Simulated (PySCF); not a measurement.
Record of a relaxation.

Species: C5H10BrFO.
SMILES with atom numbers: `[CH3:1][C:2]([CH3:3])([OH:4])[C@H:5]([Br:6])[CH2:7][F:8]` (hydrogens: H9, H10, H11 on C1; H12, H13, H14 on C3; H15 on O4; H16 on C5; H17, H18 on C7)

Computed by this run: PBE0-D3(BJ)/def2-SVP geometry optimisation, gas phase (PySCF); density fitting, grid level 1; the optimiser is geomeTRIC in internal coordinates, started from a GFN2-xTB structure. 7 of its 8 geometries are shown. The frame can shift and turn from step to step; on so coarse a grid that alone can change the energy by a few meV, and forces under 0.02 eV/Å are noise.

Step 0: E = -80123.6756 eV, largest atomic force 0.630 eV/Å
```
atom  x, y, z in Å  |  force x, y, z in eV/Å
C1     -1.443   -1.156   -0.429    0.457   0.266   0.320
C2     -0.410   -0.219    0.203   -0.222  -0.097   0.027
C3     -0.939    1.223    0.164    0.347  -0.519   0.087
O4     -0.123   -0.606    1.535   -0.020   0.102  -0.126
C5      0.929   -0.304   -0.549    0.075  -0.021   0.574
Br6     1.632   -2.122   -0.436    0.134  -0.091  -0.113
C7      2.014    0.605    0.012    0.064   0.151  -0.217
F8      1.836    1.894   -0.424   -0.264   0.299  -0.150
H9     -1.112   -2.191   -0.366    0.126  -0.337   0.002
H10    -2.393   -1.068    0.096   -0.400   0.077   0.188
H11    -1.603   -0.900   -1.473   -0.130   0.088  -0.433
H12    -0.998    1.583   -0.859   -0.090   0.222  -0.407
H13    -1.933    1.258    0.606   -0.416  -0.013   0.156
H14    -0.290    1.885    0.730    0.256   0.260   0.150
H15    -0.949   -0.686    2.024   -0.029   0.048  -0.085
H16     0.784   -0.099   -1.611   -0.011   0.057  -0.220
H17     3.004    0.296   -0.338    0.126  -0.268   0.005
H18     1.985    0.612    1.106   -0.004  -0.223   0.240
```

Step 1: E = -80123.7173 eV, largest atomic force 0.130 eV/Å
```
atom  x, y, z in Å  |  force x, y, z in eV/Å
C1     -1.126   -1.323   -0.878   -0.061  -0.015  -0.048
C2     -0.132   -0.346   -0.260    0.023   0.008   0.007
C3     -0.660    1.084   -0.415   -0.033   0.115   0.051
O4      0.059   -0.628    1.111    0.039  -0.062  -0.015
C5      1.254   -0.453   -0.917   -0.020   0.043  -0.117
Br6     1.968   -2.279   -0.862   -0.058   0.063   0.065
C7      2.321    0.438   -0.301   -0.027  -0.045   0.043
F8      2.122    1.745   -0.690    0.036  -0.028   0.035
H9     -0.778   -2.360   -0.778    0.006   0.008   0.026
H10    -2.100   -1.231   -0.370    0.032   0.009  -0.022
H11    -1.286   -1.106   -1.946    0.009  -0.025   0.026
H12    -0.727    1.398   -1.468    0.000  -0.045   0.008
H13    -1.673    1.139    0.017    0.019  -0.011  -0.028
H14    -0.018    1.799    0.114   -0.019  -0.021  -0.029
H15    -0.795   -0.548    1.548    0.017  -0.011   0.010
H16     1.161   -0.218   -1.989    0.033  -0.030   0.064
H17     3.317    0.122   -0.642    0.003   0.026  -0.028
H18     2.269    0.367    0.798    0.003   0.022  -0.047
```

Step 2: E = -80123.7209 eV, largest atomic force 0.054 eV/Å
```
atom  x, y, z in Å  |  force x, y, z in eV/Å
C1     -1.124   -1.323   -0.878   -0.032   0.001  -0.011
C2     -0.134   -0.339   -0.262   -0.005   0.021   0.010
C3     -0.670    1.089   -0.417    0.001   0.002   0.040
O4      0.070   -0.629    1.105   -0.004  -0.002  -0.007
C5      1.251   -0.446   -0.920    0.003   0.036  -0.040
Br6     1.946   -2.273   -0.838    0.036  -0.030   0.021
C7      2.325    0.436   -0.303    0.005  -0.003   0.013
F8      2.144    1.745   -0.688   -0.035   0.012   0.008
H9     -0.771   -2.357   -0.769   -0.010   0.008   0.018
H10    -2.098   -1.231   -0.372   -0.003   0.011  -0.006
H11    -1.284   -1.114   -1.947    0.010  -0.011  -0.001
H12    -0.742    1.393   -1.471    0.000  -0.020  -0.009
H13    -1.683    1.138    0.016    0.003   0.001  -0.009
H14    -0.032    1.811    0.106    0.019   0.002  -0.007
H15    -0.779   -0.560    1.553    0.000  -0.006   0.003
H16     1.164   -0.219   -1.992    0.013  -0.010  -0.003
H17     3.319    0.113   -0.646   -0.003  -0.001  -0.015
H18     2.273    0.368    0.795    0.002  -0.013  -0.005
```

Step 4: E = -80123.7230 eV, largest atomic force 0.046 eV/Å
```
atom  x, y, z in Å  |  force x, y, z in eV/Å
C1     -1.128   -1.322   -0.872    0.024   0.002   0.000
C2     -0.133   -0.340   -0.261   -0.002  -0.001  -0.002
C3     -0.668    1.088   -0.420    0.009  -0.018  -0.007
O4      0.072   -0.629    1.106    0.012   0.012   0.000
C5      1.252   -0.449   -0.921   -0.020   0.014   0.039
Br6     1.960   -2.272   -0.809   -0.008   0.002  -0.004
C7      2.323    0.442   -0.310    0.000   0.003  -0.014
F8      2.122    1.752   -0.683   -0.001  -0.001   0.003
H9     -0.787   -2.357   -0.739   -0.002  -0.008   0.006
H10    -2.106   -1.209   -0.377   -0.009   0.004  -0.003
H11    -1.275   -1.131   -1.946    0.007  -0.007  -0.007
H12    -0.743    1.376   -1.479   -0.005   0.015  -0.004
H13    -1.679    1.143    0.013   -0.003   0.000   0.007
H14    -0.024    1.814    0.090    0.000   0.004  -0.002
H15    -0.777   -0.566    1.555   -0.004   0.001  -0.005
H16     1.169   -0.234   -1.995   -0.004  -0.018  -0.016
H17     3.315    0.131   -0.668   -0.001   0.006  -0.004
H18     2.282    0.364    0.787    0.009  -0.009   0.011
```

Step 5: E = -80123.7238 eV, largest atomic force 0.040 eV/Å
```
atom  x, y, z in Å  |  force x, y, z in eV/Å
C1     -1.124   -1.326   -0.864   -0.004  -0.005   0.012
C2     -0.134   -0.336   -0.257    0.013  -0.010  -0.018
C3     -0.672    1.089   -0.426    0.000  -0.006  -0.040
O4      0.070   -0.614    1.112    0.009   0.009   0.007
C5      1.251   -0.450   -0.917   -0.006   0.011   0.022
Br6     1.959   -2.272   -0.787   -0.004   0.016  -0.005
C7      2.326    0.444   -0.318   -0.018  -0.004  -0.020
F8      2.112    1.757   -0.677    0.008  -0.025   0.014
H9     -0.789   -2.359   -0.701   -0.004   0.004  -0.001
H10    -2.110   -1.198   -0.389   -0.001  -0.002  -0.009
H11    -1.249   -1.159   -1.945    0.002  -0.004   0.003
H12    -0.754    1.368   -1.487   -0.003   0.009   0.008
H13    -1.682    1.144    0.012    0.001   0.002   0.008
H14    -0.028    1.822    0.074   -0.005  -0.003   0.004
H15    -0.782   -0.558    1.556    0.001   0.001   0.004
H16     1.163   -0.251   -1.995    0.004  -0.004   0.012
H17     3.313    0.142   -0.697    0.003   0.004   0.002
H18     2.306    0.356    0.779    0.003   0.007  -0.005
```

Step 6: E = -80123.7241 eV, largest atomic force 0.029 eV/Å
```
atom  x, y, z in Å  |  force x, y, z in eV/Å
C1     -1.122   -1.330   -0.857   -0.002  -0.006   0.013
C2     -0.134   -0.333   -0.256    0.007  -0.009  -0.013
C3     -0.677    1.089   -0.434   -0.001   0.004  -0.028
O4      0.071   -0.601    1.115    0.004   0.005   0.004
C5      1.251   -0.449   -0.915   -0.005   0.001   0.004
Br6     1.961   -2.270   -0.779   -0.006   0.002  -0.002
C7      2.328    0.444   -0.321   -0.009   0.004  -0.002
F8      2.111    1.758   -0.670    0.000  -0.011   0.007
H9     -0.791   -2.361   -0.678    0.000   0.000  -0.002
H10    -2.112   -1.193   -0.394    0.004   0.000  -0.004
H11    -1.237   -1.178   -1.941    0.001  -0.002   0.002
H12    -0.764    1.363   -1.496    0.000  -0.001   0.004
H13    -1.686    1.143    0.008    0.003   0.002   0.003
H14    -0.034    1.826    0.060   -0.001   0.000   0.005
H15    -0.782   -0.548    1.558    0.002   0.002   0.001
H16     1.162   -0.256   -1.994    0.002   0.007   0.009
H17     3.313    0.146   -0.709    0.001  -0.002   0.002
H18     2.318    0.350    0.776    0.000   0.005  -0.004
```

Step 7: E = -80123.7243 eV, largest atomic force under 0.02 eV/Å
```
atom  x, y, z in Å  |  force x, y, z in eV/Å
C1     -1.119   -1.335   -0.849   -0.004  -0.005   0.007
C2     -0.134   -0.331   -0.256   -0.003  -0.003  -0.001
C3     -0.682    1.089   -0.445   -0.004   0.008  -0.005
O4      0.072   -0.586    1.117   -0.001   0.001   0.003
C5      1.250   -0.447   -0.914    0.001  -0.009  -0.011
Br6     1.960   -2.269   -0.778    0.001  -0.001   0.000
C7      2.329    0.444   -0.320    0.006   0.001   0.013
F8      2.109    1.760   -0.658   -0.002   0.000  -0.002
H9     -0.790   -2.364   -0.655    0.001   0.001   0.000
H10    -2.112   -1.192   -0.395    0.003   0.001   0.002
H11    -1.227   -1.198   -1.936   -0.001  -0.001   0.000
H12    -0.772    1.355   -1.508    0.002  -0.007  -0.002
H13    -1.688    1.144    0.000    0.001   0.001  -0.003
H14    -0.039    1.831    0.043    0.001  -0.001   0.000
H15    -0.781   -0.534    1.560    0.001   0.002  -0.001
H16     1.162   -0.256   -1.993    0.002   0.012   0.003
H17     3.312    0.149   -0.715    0.000  -0.002   0.000
H18     2.325    0.342    0.776   -0.003   0.002  -0.002
```

Question: Summarise the path.

Answer: The energy falls by 4.70 kJ/mol from step 0 to step 7; nine tenths of that is first reached at step 2. It falls at every step. The largest force goes from 0.630 to under 0.02 eV/Å. Among the bonds C3–H13 changes most (a near tie, within 0.001 Å, with another), from 1.088 to 1.102 Å; the atoms move by 0.110 Å rms after alignment.

Question: Follow the three bonds and two angles with the largest change from start to end.

Answer: 
```
step  E above end (kJ/mol)  largest force (eV/Å)  C3–H13 (Å)  C3–H12 (Å)  C1–H11 (Å)  C2–C5–Br6 (°)  F8–C7–H17 (°)
   0                  4.70                 0.630       1.088       1.086       1.087          109.7          106.3
   1                  0.67                 0.130       1.103       1.100       1.102          112.4          108.4
   2                  0.33                 0.054       1.102       1.100       1.101          111.6          108.1
   3                  0.20                 0.038       1.102       1.099       1.100          111.6          108.2
   4                  0.13                 0.046       1.102       1.100       1.100          111.5          108.2
   5                  0.05                 0.040       1.102       1.100       1.101          111.5          108.1
   6                  0.02                 0.029       1.102       1.100       1.101          111.5          108.1
   7                  0.00            under 0.02       1.102       1.100       1.101          111.5          108.1
```

What follows is the cost of the whole optimisation. The run took 2.8 min of wall time on an Arm Neoverse N1 with one thread (shared host), and the process peaked at 0.80 GiB of memory.
